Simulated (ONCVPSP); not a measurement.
Pseudopotential generation for magnesium (Mg): ONCV, PBE, scalar-relativistic.

The input file (ONCVPSP 4.0.1):

```
# ATOM AND REFERENCE CONFIGURATION
# atsym  z   nc   nv     iexc    psfile
  Mg 12.00    1    3        4      upf
#
#   n    l    f
    1    0    2.00
    2    0    2.00
    2    1    6.00
    3    0    2.00
#
# PSEUDOPOTENTIAL AND OPTIMIZATION
# lmax
    2
#
#   l,   rc,      ep,       ncon, nbas, qcut
    0    1.10    0.00    4    7    9.40
    1    1.30    0.00    3    6   11.60
    2    1.35    0.11    4    8    7.70
#
# LOCAL POTENTIAL
# lloc, lpopt,  rc(5),   dvloc0
    4    1    0.80    1.00
#
# VANDERBILT-KLEINMAN-BYLANDER PROJECTORs
# l, nproj, debl
    0    2    2.80
    1    2    0.80
    2    2    1.00
#
# MODEL CORE CHARGE
# icmod, fcfact, rcfact
    0    0.00    0.00
#
# LOG DERIVATIVE ANALYSIS
# epsh1, epsh2, depsh
   -4.00    5.00    0.02
#
# OUTPUT GRID
# rlmax, drl
    6.00    0.01
#
# TEST CONFIGURATIONS
# ncnf
    4
# nvcnf
#   n    l    f
    3
    2    0    2.00
    2    1    6.00
    3    0    1.00
#
    3
    2    0    2.00
    2    1    6.00
    3    0    0.00
#
    3
    2    0    2.00
    2    1    6.00
    3    0    1.50
#
    3
    2    0    2.00
    2    1    5.00
    3    0    2.00
#
```

Command:

```bash
oncvpsp.x < Mg.dat > Mg.out
```

The program printed (shortened: citation, most of the input echo, consistency checks and plot data are left out):

```
ONCVPSP  (Optimized Norm-Conservinng Vanderbilt PSeudopotential)
scalar-relativistic version 4.0.1

#   n    l    f        energy (Ha)
    1    0    2.00    -4.6291303E+01
    2    0    2.00    -2.9342667E+00
    2    1    6.00    -1.7130252E+00
    3    0    2.00    -1.7292380E-01

Reference configufation results
  iterations    25
  all-electron total energy (Ha)   -2.00279817D+02

Begin loop to  construct optimized pseudo wave functions
and semi-local pseudopoentials for all angular momenta

Calculating optimized projector #   1

 for l=   0

    Fraction of norm inside rc  0.896571
    Optimizing pswf for qcut=   9.40 a_B^-1,  ecut=  44.20 Ha
    Residual kinetic energy error=  7.76D-06 Ha

    Energy error per electron        Cutoff
         Ha          eV             Ha
         0.01000     0.27211       15.41
         0.00100     0.02721       19.86
         0.00010     0.00272       25.50
         0.00001     0.00027       43.18

Calculating optimized projector #   2

 for l=   0

    Fraction of norm inside rc  0.023981
    Optimizing pswf for qcut=   9.40 a_B^-1,  ecut=  44.20 Ha
    Residual kinetic energy error=  5.94D-06 Ha

    Energy error per electron        Cutoff
         Ha          eV             Ha
         0.01000     0.27211        9.36
         0.00100     0.02721       14.46
         0.00010     0.00272       19.82
         0.00001     0.00027       41.69

WARNING wellstate: negative energy specified for n= 3 l=  1
WARNING scattering state with energy  0.25000000
WARNING will be used for the first projector

   Wellstate for l =  1  n =  3
     eigenvalue =   0.2500
     asymptotic potential =   0.7500
     half-point radius =  3.2255

Calculating optimized projector #   1

 for l=   1

    Fraction of norm inside rc  0.932692
    Optimizing pswf for qcut=  11.59 a_B^-1,  ecut=  67.17 Ha
    Residual kinetic energy error=  9.47D-07 Ha

    Energy error per electron        Cutoff
         Ha          eV             Ha
         0.01000     0.27211       40.68
         0.00100     0.02721       49.49
         0.00010     0.00272       56.48
         0.00001     0.00027       61.81

Calculating optimized projector #   2

 for l=   1

    Fraction of norm inside rc  0.062524
    Optimizing pswf for qcut=  11.59 a_B^-1,  ecut=  67.17 Ha
    Residual kinetic energy error=  4.72D-07 Ha

    Energy error per electron        Cutoff
         Ha          eV             Ha
         0.01000     0.27211       34.07
         0.00100     0.02721       44.73
         0.00010     0.00272       52.92
         0.00001     0.00027       59.55

   Wellstate for l =  2  n =  3
     eigenvalue =   0.1100
     asymptotic potential =   0.6100
     half-point radius = 11.9474

   Wellstate for l =  2  n =  4
     eigenvalue =   1.1100
     asymptotic potential =   1.6100
     half-point radius =  4.5389

Calculating optimized projector #   1

 for l=   2

    Fraction of norm inside rc  0.002827
    Optimizing pswf for qcut=   7.69 a_B^-1,  ecut=  29.55 Ha
    Residual kinetic energy error=  7.83D-07 Ha

    Energy error per electron        Cutoff
         Ha          eV             Ha
         0.01000     0.27211        1.05
         0.00100     0.02721        4.56
         0.00010     0.00272       12.40
         0.00001     0.00027       21.33

Calculating optimized projector #   2

 for l=   2

    Fraction of norm inside rc  0.077413
    Optimizing pswf for qcut=   7.69 a_B^-1,  ecut=  29.55 Ha
    Residual kinetic energy error=  4.37D-05 Ha

    Energy error per electron        Cutoff
         Ha          eV             Ha
         0.01000     0.27211       10.23
         0.00100     0.02721       19.46
         0.00010     0.00272       27.14
         0.00001     0.00027       38.70

Construct Vanderbilt / Kleinmman-Bylander projectors

B matrix Hermiticity error, ll=   0
   1   2    1.5416E-04

  Orthonormal projector coefficients  2.8904E+00 -4.1999E-01

B matrix Hermiticity error, ll=   1
   1   2    1.3334E-04

  Orthonormal projector coefficients -7.8215E+00 -1.8962E+00

B matrix Hermiticity error, ll=   2
   1   2    1.6958E-06

  Orthonormal projector coefficients -4.8964E+00 -7.8322E-01

Pseudoatom total energy  -61.374778

Diagnostic tests using Vanderbilt-Kleinman-Bylander pseudopotentials
  1 or more projectors used as specified by nproj input data

   l    rcore       rmatch      e in        delta e   norm test  slope test

   0   1.1004035   1.1338141  -2.9342667  -0.0000032   1.0001515   1.0001493
   0   1.1004035   1.1338141  -0.1729238   0.0000032   1.0000366   1.0000359

   1   1.3010542   1.3405571  -1.7130252  -0.0000036   1.0001036   1.0001087
   1   1.3010542   1.3405571   0.2500000  -0.0000215   1.0001624   1.0001624

   2   1.3566920   1.3978841   0.1100000   0.0000116   1.0000428   1.0000428
   2   1.3566920   1.3978841   1.1100000   0.0000218   1.0000683   1.0000683

 Testing for bound ghosts
   n   l    E NL Schr. Eq   E Basis Diag.   E Cutoff

   1   0       -2.934270       -2.934205    156.12
   2   0       -0.172921        0.193591    156.12

   2   1       -1.713029       -1.712970     91.84

 Testing for highly-localized positive-energy ghosts
       l    <radius>/rc     E Basis Diag.   E Cutoff

Test configuration 0

   n   l     f        eae           eps        diff
   1   0  2.0000  -46.29130288
   2   0  2.0000   -2.93426666   -2.93426987   -3.21D-06
   2   1  6.0000   -1.71302518   -1.71302875   -3.57D-06
   3   0  2.0000   -0.17292380   -0.17292063    3.16D-06

    Total energies and differences
      AE_ref= -2.00279817D+02  AE_tst= -2.00279817D+02  dif=  0.00D+00
      PS_ref= -6.13747781D+01  PS_tst= -6.13747781D+01  dif=  5.47D-13
      PSP excitation error= -5.47D-13

Test configuration 1

   n   l     f        eae           eps        diff
   1   0  2.0000  -46.63013699
   2   0  2.0000   -3.26756754   -3.26810003   -5.32D-04
   2   1  6.0000   -2.04605563   -2.04617254   -1.17D-04
   3   0  1.0000   -0.41813532   -0.41815055   -1.52D-05

    Total energies and differences
      AE_ref= -2.00279817D+02  AE_tst= -1.99987287D+02  dif=  2.93D-01
      PS_ref= -6.13747781D+01  PS_tst= -6.10822389D+01  dif=  2.93D-01
      PSP excitation error= -9.42D-06

Test configuration 2

   n   l     f        eae           eps        diff
   1   0  2.0000  -47.04686345
   2   0  2.0000   -3.67376858   -3.67540044   -1.63D-03
   2   1  6.0000   -2.45137639   -2.45196731   -5.91D-04

    Total energies and differences
      AE_ref= -2.00279817D+02  AE_tst= -1.99435128D+02  dif=  8.45D-01
      PS_ref= -6.13747781D+01  PS_tst= -6.05300213D+01  dif=  8.45D-01
      PSP excitation error= -6.82D-05

Test configuration 3

   n   l     f        eae           eps        diff
   1   0  2.0000  -46.45005748
   2   0  2.0000   -3.09087706   -3.09108368   -2.07D-04
   2   1  6.0000   -1.86953323   -1.86957408   -4.09D-05
   3   0  1.5000   -0.29104377   -0.29104499   -1.21D-06

    Total energies and differences
      AE_ref= -2.00279817D+02  AE_tst= -2.00164272D+02  dif=  1.16D-01
      PS_ref= -6.13747781D+01  PS_tst= -6.12592317D+01  dif=  1.16D-01
      PSP excitation error= -2.05D-06

Test configuration 4

   n   l     f        eae           eps        diff
   1   0  2.0000  -47.44828147
   2   0  2.0000   -3.82401331   -3.81968051    4.33D-03
   2   1  5.0000   -2.61719474   -2.58181142    3.54D-02
   3   0  2.0000   -0.52198277   -0.52184261    1.40D-04

    Total energies and differences
      AE_ref= -2.00279817D+02  AE_tst= -1.98128455D+02  dif=  2.15D+00
      PS_ref= -6.13747781D+01  PS_tst= -5.92388982D+01  dif=  2.14D+00
      PSP excitation error=  1.55D-02
```

The run took about 4.5 s on one core of a shared server CPU.
